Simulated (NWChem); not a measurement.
Species: BH₃SO₂; SMILES OB(O)S

```xyz
7

B     -0.0156     0.4499     0.0000
O     -1.2247     1.0747     0.0000
H     -1.1935     2.0352     0.0000
O      1.1984     1.0710     0.0000
H      1.1654     2.0323     0.0000
S     -0.0603    -1.3731     0.0000
H      1.2814    -1.5119     0.0000
```
Atoms are numbered in this order, from 1.

All runs: NWChem. The geometry was optimised at PBE0/def2-SVP. B3LYP is NWChem's, with the RPA form of VWN correlation. Ions are spin-unrestricted doublets at the neutral geometry; other ion states weren't tried.

For level PBE/def2-SVP:

| Item | Result |
|---|---|
| −ε(HOMO) (eV) | 5.77 |

Q: What are these values for level B3LYP/def2-SVP?

A: The −ε(HOMO) (eV) is 6.77.
